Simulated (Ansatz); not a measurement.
Basis-set extrapolation for `[CH3][Al]([CH3])[N]=C=O` (PBE0-D4/def2-TZVP geometry, frozen core, Ansatz). Multiplicity 1, RHF reference.

```json
{"": "HF", "def2-TZVPP": "-488.524559", "def2-QZVPP": "-488.542613"}
{"": "MP2 correlation", "def2-TZVPP": "-0.994510", "def2-QZVPP": "-1.064008"}
{"": "CCSD(T) correlation", "def2-TZVPP": "-1.068503", "def2-QZVPP": "not run"}
```

Energies in hartree. Use E(X) = E(∞) + A·exp(−7.88·√X) for Hartree–Fock and E(X) = E(∞) + B·X^(−2.97) for correlation, with X = 3 and 4, and add CCSD(T) minus MP2 of the smaller set to the MP2 limit.

Q: What is the CCSD(T) energy at the basis-set limit?

A: HF limit: -488.542613 + (-0.018054) × 0.13774 = -488.54510. MP2 limit: -1.064008 + (-0.069498) × 0.74074 = -1.11549. Higher-order term: -1.068503 − (-0.994510) = -0.07399. Total: -489.73458 hartree, 88.8 kcal/mol below CCSD(T)/def2-TZVPP.
